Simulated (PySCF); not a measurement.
Vertical excitation energies

C3H12N2Si.
SMILES: `CC(C)N[SiH2]N`

Method: TDDFT CAM-B3LYP/def2-SVPD, vertical, gas phase, core orbitals frozen in the response (PySCF 2.14.0, density-fitted response routines). Geometry: GFN2-xTB, one conformer, isolated molecule. Torsions of this conformer, `[CH3:1][CH:2]([CH3:3])[NH:4][SiH2:5][NH2:6]`: C1–C2–N4–Si5 83°, C2–N4–Si5–N6 -169°, H–N6–Si5–N4 -167°, H–N6–Si5–N4 61°.

```tsv
state	E (eV)	E (kJ/mol)	λ (nm)	f	|μ| (D)	main configurations (H = HOMO, L = LUMO)
S1	6.08	586	204.0	0.011	0.68	H→L+1 (69%), H→L+2 (10%), H→L (9%)
S2	6.23	601	199.2	0.0005	0.14	H→L (78%)
S3	6.48	625	191.3	0.023	0.97	H-1→L (84%)
S4	7.06	682	175.5	0.0042	0.40	H→L+2 (66%), H→L+1 (11%), H→L+3 (9%)
S5	7.19	694	172.5	0.018	0.81	H→L+4 (40%), H→L+3 (28%), H→L+2 (14%)
S6	7.48	721	165.8	0.0042	0.38	H-1→L+1 (45%), H-1→L+4 (18%), H-1→L+2 (16%)
S7	7.58	731	163.5	0.0059	0.45	H→L+3 (32%), H→L+5 (29%), H→L+6 (16%)
S8	7.73	746	160.4	0.051	1.31	H→L+5 (32%), H→L+4 (29%), H→L+3 (14%)
```

Triplets, Tamm–Dancoff:

```json
{"state": "T1", "E (eV)": "5.84", "λ (nm)": "212.3", "main configurations (H = HOMO, L = LUMO)": "H→L+1 (64%), H→L+2 (14%)"}
{"state": "T2", "E (eV)": "6.06", "λ (nm)": "204.8", "main configurations (H = HOMO, L = LUMO)": "H-1→L (43%), H→L (41%)"}
{"state": "T3", "E (eV)": "6.18", "λ (nm)": "200.5", "main configurations (H = HOMO, L = LUMO)": "H→L (40%), H-1→L (39%)"}
```

The lowest singlet lies at 6.08 eV (204 nm, ultraviolet) and is weak; its leading configuration is HOMO→LUMO+1 (69%). The most intense listed level is S8 at 7.73 eV (160 nm, f = 0.051), 1.65 eV above S1. It is the last of those listed, so stronger ones may follow. Löwdin shares by element: HOMO nitrogen 54% or more, carbon 16% or more, silicon 11% (atoms not listed hold the other 19%); LUMO silicon 36%, hydrogen 27% or more, nitrogen 12% or more (atoms not listed hold the other 25%). The oscillator strengths of these states sum to 0.117; summed over the whole spectrum of an exact calculation they would give the number of electrons, 58 (Thomas–Reiche–Kuhn). Orbital energies (eV): HOMO-3 -11.06, HOMO-2 -10.61, HOMO-1 -8.79, HOMO -7.90, LUMO 1.15, LUMO+1 1.39, LUMO+2 1.94. Weighted by f, the mean energy of these states is 7.20 eV. Singlets were solved by full linear response, triplets in the Tamm–Dancoff approximation.

Without π bonds the low states are Rydberg-like; a valence basis with one diffuse set may place them up to an eV too high.
